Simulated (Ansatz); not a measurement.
`O[SiH2]/C=C\[SiH](O)F` + `[SiH3]C1CO1` → `O[Si@@H](F)[C@@H]1CO1` + `O[SiH2]/C=C/[SiH3]`  (redistribution)

Isolated molecules relaxed with PBE0-D4/def2-TZVP in Ansatz; ΔE leaves out vibrations. CCSD(T)/CBS adds triple-zeta CCSD(T) − MP2 to the extrapolated MP2 energy (def2 sets, frozen cores). Double bonds are as drawn, so ΔE can hold a change between cis and trans. Functionals use def2-TZVPP. B3LYP here is the variant with VWN-RPA as its local correlation; programs differ in this. Each species was taken in one conformer, which may not be the lowest.

```json
{"level": "ωB97X-V", "ΔE (kcal/mol)": "1.2"}
{"level": "PBE", "ΔE (kcal/mol)": "0.6"}
{"level": "r2SCAN", "ΔE (kcal/mol)": "1.1"}
{"level": "B3LYP", "ΔE (kcal/mol)": "0.1"}
{"level": "CCSD(T)/def2-TZVPP", "ΔE (kcal/mol)": "0.7"}
{"level": "HF/def2-QZVPP", "ΔE (kcal/mol)": "-1.4"}
{"level": "MP2/CBS(def2)", "ΔE (kcal/mol)": "0.6"}
{"level": "CCSD/CBS(def2)", "ΔE (kcal/mol)": "0.5"}
```

Task: What does CCSD(T)/CBS give? (Estimate.)

Result: Ansatz gave: +0.8 kcal/mol. The listed levels differ from it by 0.4, -0.2, 0.3, -0.7, -0.1, -2.2, -0.2, -0.3 kcal/mol.

Largest T1 diagnostic among the species: 0.012.

In def2-TZVPP, CCSD(T) changes the Hartree–Fock value by +2.0 kcal/mol (the triples alone add +0.4 kcal/mol) and MP2 by +1.8 kcal/mol. The D4 term adds +1.9 kcal/mol with B3LYP and +1.0 kcal/mol with PBE0; it sums over pairs of atoms, weighted by their polarisabilities, and B3LYP, whose exchange is more repulsive, gets the larger term.
